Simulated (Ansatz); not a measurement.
# Cost against result

Saddle point of GaH₂Cl₃, closed shell (GaHCl₂ ([Cl][GaH][Cl]) + HCl → GaCl₃ ([Cl][Ga]([Cl])[Cl]) + H₂; bonds formed: H2–H5; dative contacts that become bonds: Ga1–Cl6; bonds broken: Ga1–H2, H5–Cl6), PBE0-D4/def2-TZVP structure:

```xyz
6
angstrom
Ga -0.3183 0.3338 -0.2651
H 1.3458 0.0706 -0.3660
Cl -1.4197 -0.4705 -1.8873
Cl -0.8496 2.1376 0.7123
H 1.1121 -0.6816 0.4400
Cl 0.1296 -1.3899 1.3661
```

Barriers are electronic and count from the start structure reached by relaxing down the imaginary mode.

Computed with Ansatz 0.2.0 (basis: as named in each row); correlated methods freeze the cores. Filled d shells of the heavier atoms are correlated. The def2 sets are not built for correlating such inner shells, so the correlated values are less sure here. B3LYP uses VWN-RPA correlation. Extrapolation: Hartree–Fock as exp(−7.88 √X), correlation as X^−2.97.

Times are rough, for one single point on 4 threads of a shared host (Arm Neoverse V2).

The estimate by CCSD(T) at an estimated basis limit (MP2 extrapolated from triple and quadruple zeta, plus CCSD(T) − MP2 in triple zeta) is 0.834 eV.

```csv
method,basis,time (s),barrier (eV),method less estimate
HF,STO-3G,under 1,1.539,0.704
SPW92,def2-SVP,under 1,0.402,-0.432
PBE-D4,STO-3G,under 1,0.574,-0.260
PBE-D4,def2-SVP,under 1,0.565,-0.269
B3LYP-D4,6-31G,under 1,0.907,0.072
SPW92,def2-TZVPP,under 1,0.436,-0.398
PBE0-D4,def2-SVP,under 1,0.692,-0.142
PBE-D4,def2-TZVPP,1,0.580,-0.254
BLYP-D4,def2-TZVPP,1,0.716,-0.118
BHLYP-D4,def2-TZVPP,2,0.915,0.081
B3LYP-D4,def2-TZVPP,2,0.787,-0.048
CCSD(T),def2-SVP,2,0.893,0.059
PBE0-D4,def2-TZVPP,2,0.683,-0.152
CAM-B3LYP-D4,def2-TZVPP,2,0.846,0.012
RPA on PBE,def2-TZVPP,3,0.839,0.005
r2SCAN-D4,def2-TZVPP,3,0.618,-0.216
B2PLYP,def2-TZVPP,3,0.805,-0.030
wB97M-V,def2-SVP,4,0.841,0.007
PBE-QIDH,def2-TZVPP,4,0.759,-0.075
r2SCAN0-D4,def2-TZVPP,4,0.706,-0.128
wB97X-V,def2-TZVPP,5,0.858,0.023
B97M-V,def2-TZVPP,6,0.746,-0.088
wB97M-V,def2-TZVPP,6,0.860,0.025
MP2,def2-QZVPP,11,0.795,-0.039
CCSD(T),def2-TZVPP,49,0.833,-0.001
```

All methods are single points on the PBE0-D4 structures.

No T1 diagnostic of these runs exceeds 0.012.

Labels in which every atom is bracketed show which atoms are joined, not bond orders.
